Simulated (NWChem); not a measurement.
System: C4H5Si, doublet; SMILES [C]1=CC=C[SiH2]1

```xyz
10

C     -1.3708    -0.1317     0.0000
C     -0.7928    -1.3329     0.0000
C      0.7082    -1.2835     0.0000
C      1.2944    -0.0654     0.0000
Si    -0.0795     1.2260     0.0000
H     -1.3083    -2.2932     0.0000
H      1.2647    -2.2213     0.0000
H      2.3731     0.0552     0.0000
H     -0.1255     2.0882     1.2095
H     -0.1255     2.0882    -1.2095
```
Atoms are numbered in this order, from 1.

Program: NWChem. Spin-unrestricted. Medium grid unless said otherwise, to which SCAN and Minnesota functionals are sensitive. In the optimisation the excess spin sits in a' (Cs, its own frame). Coordinates come from a B3LYP/6-31G* (spherical d), spin-unrestricted optimisation. No stability test was run on the SCF state. Level r2SCAN/def2-SVPD: energy and gradient; each run changes one setting, and changes count from the defaults (medium grid, exact Coulomb integrals, symmetry on).

| setting | size of the energy change (μHa) | largest change of a gradient component (μHa/bohr) | time, defaults = 1 (rough) |
|---|---|---|---|
| defaults | < 10 | < 30 | about 1 |
| Coulomb fitting, Ahlrichs set | 600 | 90 | 0.3 |
| Becke weights | < 10 | 50 | about 1 |
| symmetry off | < 10 | other frame | about 1 |
| Coulomb fitting, Weigend set | 300 | 90 | 0.3 |
